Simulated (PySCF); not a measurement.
p-toluquinone, C7H6O2.
Z-matrix (Å and degrees, PBE0-D3(BJ)/def2-SVP geometry), rows numbered from 1:
```
C 
C   1  1.4886
C   2  1.3475  1  124.49
C   3  1.4775  2  122.74  1   179.57
O   4  1.2153  3  121.65  2  -179.53
C   4  1.4842  3  117.36  2     0.24
C   6  1.3405  4  120.95  3    -0.11
C   7  1.4817  6  121.56  4     0.11
O   8  1.2146  2  120.84  1     0.54
H   1  1.1009  2  110.36  3   124.00
H   1  1.1015  2  110.22  3  -119.40
H   1  1.0976  2  111.51  3     2.07
H   3  1.0936  2  121.86  1    -0.22
H   6  1.0932  4  116.04  3   179.95
H   7  1.0931  6  122.86  4  -179.97
```

Level: B3LYP/def2-SVPD in PySCF, non-relativistic, on one gas-phase PBE0-D3(BJ)/def2-SVP geometry that isn't relaxed in the solvent. The solvent is an IEF-PCM continuum (cavity from Bondi-type radii × 1.2). The model holds no explicit solvent molecules, cavitation or dispersion.

Gas phase at B3LYP/def2-SVPD: HOMO -7.65 eV, LUMO -3.78 eV, dipole 0.83 D.

**Question.** What does the continuum do to the energy, the frontier levels and the dipole at B3LYP/def2-SVPD in dichloromethane?

**Answer.** 
| solvent | ε | E(solvent) − E(gas) (kcal/mol) | polarisation term (kcal/mol) | distortion of the solute (kcal/mol) | HOMO (eV) | LUMO (eV) | dipole (D) |
| --- | --- | --- | --- | --- | --- | --- | --- |
| dichloromethane | 8.93 | -6.44 | -7.43 | 0.99 | -7.64 | -3.70 | 1.02 |

The polarisation term is half the interaction of the solute with the surface charges that it induces; the rest is the cost of distorting the solute's density. The sum is the electrostatic part of solvation alone.

**Question.** How does the static polarisability (B3LYP/def2-SVPD, frozen core, with the continuum's full static response) change?

**Answer.** 
| medium | isotropic (au) | principal values (au) | ⟨r²⟩ of the electrons (bohr²) |
| --- | --- | --- | --- |
| gas | 89.8 | 52.1, 86.9, 130.3 | 1140.5 |
| dichloromethane | 121.6 | 67.1, 109.9, 187.7 | 1141.7 |

The isotropic value in dichloromethane is 1.35 times the gas-phase one; no cavity-field correction is applied. ⟨r²⟩ is taken about the centre of nuclear charge.
